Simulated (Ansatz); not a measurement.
Reaction (redistribution): `OC[SiH2][SiH3]` + `O=CN1CO[SiH2]1` → `O=C[SiH2][SiH3]` + `OCN1CO[SiH2]1`

Gas-phase electronic energies from Ansatz, PBE0-D4/def2-TZVP geometries. CBS: MP2 limit from def2 TZ/QZ plus the TZ coupled-cluster correction, frozen cores. DFT in def2-TZVPP. B3LYP here is the variant with VWN-RPA as its local correlation; programs differ in this. One conformer a species, not always the lowest.

```tsv
level	ΔE (kcal/mol)	difference from CCSD(T)/CBS
PBE-D4	21.2	1.9
r2SCAN-D4	22.2	2.9
PBE0-D4	21.3	2.0
B3LYP-D4	20.6	1.3
ωB97X-V	20.3	1.0
ωB97M-V	20.2	0.9
B2PLYP	20.6	1.3
PBE	21.3	2.0
r2SCAN	22.3	3.0
PBE0	21.3	2.0
B3LYP	20.7	1.4
HF/def2-TZVPP	20.0	0.7
MP2/def2-TZVPP	20.6	1.3
SCS-MP2/def2-TZVPP	19.5	0.2
CCSD/def2-TZVPP	19.1	-0.2
CCSD(T)/def2-TZVPP	19.2	-0.1
HF/def2-QZVPP	19.9	0.6
MP2/def2-QZVPP	20.6	1.3
SCS-MP2/def2-QZVPP	19.5	0.2
HF/CBS(def2)	19.9	0.6
MP2/CBS(def2)	20.6	1.3
CCSD/CBS(def2)	19.1	-0.2
CCSD(T)/CBS	19.3	0
```

Largest T1 diagnostic among the species: 0.016.
